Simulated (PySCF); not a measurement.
```xyz
8

C      2.3316     0.1133     1.1737
N      1.4145     0.2664     0.4403
C      0.3070     0.4457    -0.4393
C     -0.8972    -0.3492    -0.0309
O      0.4024     1.1769    -1.3929
H     -1.7109    -0.1756    -0.7420
H     -0.6412    -1.4184     0.0068
H     -1.2062    -0.0589     0.9843
```

Charge 0, multiplicity 1.

### Question
Give the Mulliken and meta-Löwdin atomic charges from PBE-D3(BJ)/def2-TZVP (PySCF 2.14.0).

### Answer

| atom | Mulliken (e) | meta-Löwdin (e) |
|---|---|---|
| C1 | -0.23 | -0.07 |
| N2 | 0.10 | -0.09 |
| C3 | 0.19 | 0.43 |
| C4 | -0.33 | -0.39 |
| O5 | -0.18 | -0.34 |
| H6 | 0.15 | 0.15 |
| H7 | 0.15 | 0.16 |
| H8 | 0.15 | 0.16 |
